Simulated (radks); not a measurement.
Question: The mean radii <r> (bohr) of the occupied orbitals of an atom or ion are listed with their occupations. Calculated with a radial shooting solver on a logarithmic mesh with Libxc functionals: scalar-relativistic Kohn-Sham, PBE, spin-polarised, spherical densities, point nucleus.

orbital  occ.      <r>
1s up       1  0.02409
1s down     1  0.02409
2s up       1   0.1031
2s down     1   0.1031
2p up       3  0.09055
2p down     3  0.09055
3s up       1   0.2724
3s down     1   0.2723
3p up       3   0.2705
3p down     3   0.2704
3d up       5   0.2476
3d down     5   0.2474
4s up       1   0.6227
4s down     1   0.6224
4p up       3   0.6597
4p down     3   0.6593
4d up       5   0.7276
4d down     5   0.7274
5s up       1    1.504
5s down     1    1.514
5p up       3    1.758
5p down     3    1.771
6s up       1    4.035
4f up       3    1.160

Name the element and its charge. Open shells, if any, are filled with parallel spins first.

Answer: Z = 59, praseodymium, charge +1: Pr+ in [Xe] 4f3 6s1. The 1s radius gives Z: for a bare nucleus <r> = (2 gamma + 1)/(2Z) with gamma = sqrt(1 - (Z/c)^2), 0.02377 bohr for Z = 59, and screening makes it slightly larger (0.02409 here). The occupations add up to 58, and the charge is Z minus that.
